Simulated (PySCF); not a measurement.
Si(H)(Me)(NH2)2 (CH8N2Si), SMILES C[SiH](N)N.

Coordinates come from a B3LYP-D3(BJ)/def2-SVP optimisation. One conformer was computed; it need not be the lowest.

Method: PBE/def2-TZVP (PySCF).

Symmetry labels are those of the subgroup Cs that the program uses (full group Cs).

Q: List the valence orbital energies around the gap with their symmetry. (Estimate from the structure and the level; the computed values follow.)

A: 
| orbital | symmetry | energy (eV) |
|---|---|---|
| HOMO−7 | A" | -11.48 |
| HOMO−6 | A" | -10.23 |
| HOMO−5 | A' | -9.61 |
| HOMO−4 | A" | -9.16 |
| HOMO−3 | A' | -8.13 |
| HOMO−2 | A' | -7.40 |
| HOMO−1 | A' | -6.38 |
| HOMO | A" | -5.37 |
| LUMO | A' | 0.04 |
| LUMO+1 | A" | 0.72 |
| LUMO+2 | A' | 0.74 |
| LUMO+3 | A' | 1.62 |
